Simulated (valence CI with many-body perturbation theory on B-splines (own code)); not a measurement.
# E1 line list for Ga XXV

Method: relativistic CI+MBPT: five valence electrons over a frozen Dirac-Fock core [He], radial functions for each j: 11 s, 11 p, 10 d, 8 f, 5 g, 2 h, with the one-electron correlation potential Σ1, the two-electron term Σ2, the three-electron term Σ3, Breit, model QED; selected CI, second order for the rest, scaled by the run's own slope (own B-spline code, finite nucleus).

No measured levels were compared; by estimate levels of excited configurations hold to 0.05 to 0.15 % of their energy, terms of the ground configuration to about 0.5 %. Among the levels kept, up to 5500 cm⁻¹ of a level comes from second order outside the variational space, and about a tenth of that is noise between levels of different J, which matters for small intervals.

Lines 1 to 50 of 600 in falling wavelength, among levels below 1630.6 eV, chosen from the strongest by gf and those to the six lowest levels. Wavelengths and rates use the calculated energies, so an error of 900 cm⁻¹ moves a line at 47.20 nm by 0.42 % and its rate by three times that or more. Electric multipoles are in the length gauge, E1 and E2 with the static RPA response of the core. Weak lines are less certain than strong ones. Lines between different terms over intervals too small for the method are left out, as are lines whose strength nearly cancels. Where a level lies close to another of its J and parity, the split of strength between their lines is uncertain. The highest levels of a list are the least certain.

Names give the largest LS component (configuration and term), which can be under half, so a name can repeat, a term be missing and a line seem to break the LS rules; names also repeat where a configuration has a term twice. Letters in brackets count levels of one name in rising energy.

| λ vac (nm) | Upper | Lower | A (s⁻¹) | S (a.u.) with core polarisation | S without |
| --- | --- | --- | --- | --- | --- |
| 47.20 | 2s 2p3 3p 4D_7/2 [a] | 2s 2p3 3s 2D°_5/2 [a] | 3.22e+08 | 1.34e-01 | 1.34e-01 |
| 39.51 | 2s 2p3 3p 4D_3/2 [a] | 2s 2p3 3s 4D°_5/2 | 1.28e+09 | 1.56e-01 | 1.56e-01 |
| 39.39 | 2s2 2p2 3p 4D°_1/2 | 2s2 2p2 3s 4P_1/2 | 2.09e+09 | 1.26e-01 | 1.26e-01 |
| 38.88 | 2s2 2p2 3p 4D°_5/2 | 2s2 2p2 3s 4P_5/2 | 7.05e+08 | 1.23e-01 | 1.23e-01 |
| 38.48 | 2s 2p3 3p 4D_5/2 [b] | 2s 2p3 3s 4P°_5/2 | 8.91e+08 | 1.50e-01 | 1.50e-01 |
| 38.32 | 2s 2p3 3p 4F_3/2 | 2s 2p3 3s 4D°_3/2 | 1.27e+09 | 1.42e-01 | 1.42e-01 |
| 38.31 | 2s 2p3 3p 4F_7/2 | 2s 2p3 3s 4D°_7/2 | 7.33e+08 | 1.63e-01 | 1.63e-01 |
| 37.68 | 2s 2p3 3p 2F_5/2 [a] | 2s 2p3 3s 2D°_3/2 [a] | 2.23e+09 | 3.53e-01 | 3.53e-01 |
| 37.51 | 2s 2p3 3p 4F_3/2 | 2s 2p3 3s 4D°_1/2 | 1.04e+09 | 1.08e-01 | 1.08e-01 |
| 37.51 | 2s 2p3 3p 2F_7/2 [a] | 2s 2p3 3s 2D°_5/2 [a] | 1.80e+09 | 3.75e-01 | 3.75e-01 |
| 36.98 | 2s2 2p2 3p 4P°_5/2 | 2s2 2p2 3s 4P_5/2 | 8.95e+08 | 1.34e-01 | 1.34e-01 |
| 36.87 | 2s 2p3 3p 4D_3/2 [c] | 2s 2p3 3s 4P°_3/2 | 1.40e+09 | 1.39e-01 | 1.39e-01 |
| 36.74 | 2s 2p3 3p 2F_5/2 [b] | 2s 2p3 3s 2D°_3/2 [c] | 2.53e+09 | 3.72e-01 | 3.72e-01 |
| 36.72 | 2s 2p3 3p 4P_3/2 [a] | 2s 2p3 3s 4S°_3/2 [a] | 1.87e+09 | 1.83e-01 | 1.83e-01 |
| 36.45 | 2s 2p3 3p 4F_5/2 | 2s 2p3 3s 4D°_5/2 | 1.49e+09 | 2.14e-01 | 2.14e-01 |
| 35.80 | 2s 2p3 3p 6P_3/2 | 2s 2p3 3s 6S°_5/2 | 2.89e+09 | 2.62e-01 | 2.62e-01 |
| 35.57 | 2s 2p3 3d 4F°_9/2 [a] | 2s 2p3 3p 2F_7/2 [a] | 5.20e+08 | 1.16e-01 | 1.16e-01 |
| 35.39 | 2s2 2p2 3p 4D°_3/2 [b] | 2s2 2p2 3s 4P_3/2 | 1.54e+09 | 1.35e-01 | 1.35e-01 |
| 35.27 | 2s2 2p2 3d 2P_3/2 [b] | 2s2 2p2 3p 2P°_3/2 [b] | 1.14e+09 | 9.92e-02 | 9.92e-02 |
| 35.27 | 2s 2p3 3p 4P_3/2 [e] | 2s 2p3 3s 4S°_3/2 [b] | 1.94e+09 | 1.68e-01 | 1.68e-01 |
| 35.26 | 2s 2p3 3d 4F°_7/2 [b] | 2s 2p3 3p 4P_5/2 [c] | 8.04e+08 | 1.39e-01 | 1.39e-01 |
| 35.22 | 2s 2p3 3p 4P_5/2 [a] | 2s 2p3 3s 4S°_3/2 [a] | 2.26e+09 | 2.92e-01 | 2.92e-01 |
| 35.20 | 2s 2p3 3p 4D_7/2 [a] | 2s 2p3 3s 4D°_7/2 | 1.36e+09 | 2.33e-01 | 2.34e-01 |
| 34.81 | 2s 2p3 3d 4F°_9/2 [a] | 2s 2p3 3p 4F_9/2 | 1.01e+09 | 2.10e-01 | 2.10e-01 |
| 34.64 | 2s 2p3 3d 4D°_7/2 [b] | 2s 2p3 3p 4P_5/2 [b] | 8.31e+08 | 1.36e-01 | 1.36e-01 |
| 34.62 | 2s 2p3 3p 4F_5/2 | 2s 2p3 3s 4D°_3/2 | 1.21e+09 | 1.49e-01 | 1.49e-01 |
| 34.56 | 2s 2p3 3d 4G°_9/2 | 2s 2p3 3p 4D_7/2 [a] | 5.86e+08 | 1.19e-01 | 1.19e-01 |
| 34.54 | 2s 2p3 3p 6P_5/2 | 2s 2p3 3s 6S°_5/2 | 2.92e+09 | 3.56e-01 | 3.56e-01 |
| 34.33 | 2s2 2p2 3d 2D_5/2 [c] | 2s2 2p2 3p 2P°_3/2 [b] | 1.65e+09 | 1.98e-01 | 1.98e-01 |
| 34.28 | 2s 2p3 3d 2F°_7/2 [d] | 2s 2p3 3p 2D_5/2 [b] | 9.09e+08 | 1.45e-01 | 1.45e-01 |
| 34.17 | 2s 2p3 3d 6D°_7/2 | 2s 2p3 3p 6P_7/2 | 9.92e+08 | 1.56e-01 | 1.56e-01 |
| 33.77 | 2s 2p3 3p 4P_1/2 [a] | 2s 2p3 3s 4S°_3/2 [a] | 2.72e+09 | 1.04e-01 | 1.04e-01 |
| 33.61 | 2s2 2p2 3p 2D°_5/2 [a] | 2s2 2p2 3s 2D_3/2 | 2.01e+09 | 2.26e-01 | 2.26e-01 |
| 33.39 | 2s 2p3 3d 6D°_9/2 | 2s 2p3 3p 6P_7/2 | 3.11e+09 | 5.72e-01 | 5.72e-01 |
| 33.34 | 2s2 2p2 3d 2F_7/2 [a] | 2s2 2p2 3p 4D°_7/2 | 8.53e+08 | 1.25e-01 | 1.25e-01 |
| 33.27 | 2s 2p3 3p 4P_3/2 [d] | 2s 2p3 3s 4P°_5/2 | 1.99e+09 | 1.45e-01 | 1.45e-01 |
| 33.20 | 2s 2p3 3d 4G°_11/2 | 2s 2p3 3p 4F_9/2 | 3.43e+09 | 7.43e-01 | 7.43e-01 |
| 33.16 | 2s 2p3 3p 4P_5/2 [c] | 2s 2p3 3s 4P°_5/2 | 1.16e+09 | 1.25e-01 | 1.25e-01 |
| 32.93 | 2s2 2p2 3d 2D_3/2 [a] | 2s2 2p2 3p 2P°_1/2 [a] | 1.46e+09 | 1.03e-01 | 1.03e-01 |
| 32.89 | 2s 2p3 3p 2D_3/2 [b] | 2s 2p3 3s 2D°_3/2 [c] | 1.40e+09 | 9.86e-02 | 9.86e-02 |
| 32.87 | 2s2 2p2 3p 2D°_3/2 [b] | 2s2 2p2 3s 2D_5/2 | 2.67e+09 | 1.87e-01 | 1.87e-01 |
| 32.84 | 2s 2p3 3p 4D_5/2 [b] | 2s 2p3 3s 4P°_3/2 | 1.98e+09 | 2.07e-01 | 2.07e-01 |
| 32.81 | 2s 2p3 3p 2P_1/2 [e] | 2s 2p3 3s 2P°_3/2 | 3.25e+09 | 1.13e-01 | 1.13e-01 |
| 32.73 | 2s 2p3 3p 2P_3/2 [a] | 2s 2p3 3s 2D°_5/2 [a] | 2.72e+09 | 1.89e-01 | 1.89e-01 |
| 32.59 | 2s 2p3 3d 2F°_7/2 [e] | 2s 2p3 3p 2D_5/2 [b] | 1.26e+09 | 1.72e-01 | 1.72e-01 |
| 32.57 | 2s 2p3 3d 2G°_9/2 [b] | 2s 2p3 3p 2F_7/2 [b] | 3.54e+09 | 6.04e-01 | 6.04e-01 |
| 32.57 | 2s 2p3 3d 4D°_5/2 [c] | 2s 2p3 3p 4P_5/2 [b] | 1.69e+09 | 1.73e-01 | 1.73e-01 |
| 32.52 | 2s 2p3 3d 4F°_7/2 [a] | 2s 2p3 3p 4D_5/2 [a] | 2.51e+09 | 3.41e-01 | 3.41e-01 |
| 32.49 | 2s 2p3 3d 4F°_9/2 [b] | 2s 2p3 3p 4D_7/2 [b] | 3.54e+09 | 5.99e-01 | 5.99e-01 |
| 32.36 | 2s 2p3 3p 2P_3/2 [e] | 2s 2p3 3s 2P°_3/2 | 3.05e+09 | 2.04e-01 | 2.04e-01 |
